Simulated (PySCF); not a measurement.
# One molecule, several mistakes: AlBH4NO cation

All numbers below are calculated, not measured. They come from PySCF 2.14.0, an open-source quantum chemistry program, on an isolated molecule that a program drew, which may never have been made. The molecule is AlBH4NO cation (charge +1, singlet), drawn as the SMILES string `[NH2][AlH][B+]O`.

Each row is a Hartree-Fock (HF) and frozen-core CCSD(T) single point in the cc-pV(D+d)Z basis, meant for a local HF minimum. Run 1 is clean. Each other run has one planted mistake out of seven kinds, and not every kind appears here: one electron removed, one electron added, multiplicity raised by two, geometry at a saddle point, minimal basis STO-3G, one bond length entered in bohr, all coordinates scaled. The reference is restricted for singlets and unrestricted otherwise, and also for a bond in bohr. Adding or removing an electron swaps singlet and doublet. Electrons count all cores. HOMO and LUMO are orbital energies over both spins, the gradient is its largest component, and the lowest frequency (negative if imaginary) is given only where the gradient is small. Bond lengths are over the 7 bonds as drawn. T1 is the CCSD diagnostic: over 0.02 (restricted) or 0.045 (unrestricted) a single reference is doubtful.

Geometry of the clean run:
```xyz
8
AlBH4NO cation, angstrom
N    -1.3348   -1.2106   -0.6383
Al    0.0843   -0.2670   -0.9476
B     1.5524   -1.4812   -2.1209
O     2.3163   -2.2142   -2.7658
H    -2.1290   -0.8667   -0.1250
H    -1.5171   -2.1570   -0.9199
H     0.5685    1.1685   -0.6199
H     3.1606   -2.2372   -3.2072
```

| run | electrons | basis functions | <S^2> | HOMO (eV) | LUMO (eV) | gradient (hartree/bohr) | lowest frequency (cm^-1) | mean bond (Å) | longest bond (Å) | T1 | HF (hartree) | CCSD(T) (hartree) | mistake |
|---|---|---|---|---|---|---|---|---|---|---|---|---|---|
| 1 | 36 | 85 | 0.000 | -15.42 | -3.73 | 3.0e-05 | 97 | 1.3889 | 2.237 | 0.0181 | -398.07685 | -398.60030 | no fault |
| 2 | 36 | 85 | 2.020 | -10.02 | -5.79 | 1.3e-01 | - | 1.3889 | 2.237 | 0.0153 | -397.94771 | -398.43911 | multiplicity raised by two |
| 3 | 36 | 28 | 0.000 | -12.85 | 1.12 | 3.8e-02 | - | 1.3889 | 2.237 | 0.0249 | -393.19438 | -393.39889 | minimal basis STO-3G |
| 4 | 37 | 85 | 0.757 | -4.88 | 2.69 | 7.3e-02 | - | 1.3889 | 2.237 | 0.0168 | -398.23382 | -398.76676 | one electron added |
| 5 | 35 | 85 | 0.757 | -22.45 | -11.58 | 9.3e-02 | - | 1.3889 | 2.237 | 0.0159 | -397.59669 | -398.07317 | one electron removed |
| 6 | 36 | 85 | 0.000 | -15.12 | -3.81 | 3.4e-02 | - | 1.4459 | 2.329 | 0.0202 | -398.06435 | -398.59542 | ? |

**Which mistake was planted in run 6, and what did it cost?**

The mean and the longest bond both change by the same factor, 1.041, and the gradient is no longer small. So the mistake is: all coordinates scaled. Subtracting run 1 and multiplying by 627.51 kcal/mol a hartree, the energy moved by 7.8 kcal/mol in HF and 3.1 kcal/mol in CCSD(T).

Cautions from the logs. Run 3: T1 is over the limit, so its CCSD(T) energy is less reliable; run 6: T1 is over the limit, so its CCSD(T) energy is less reliable.
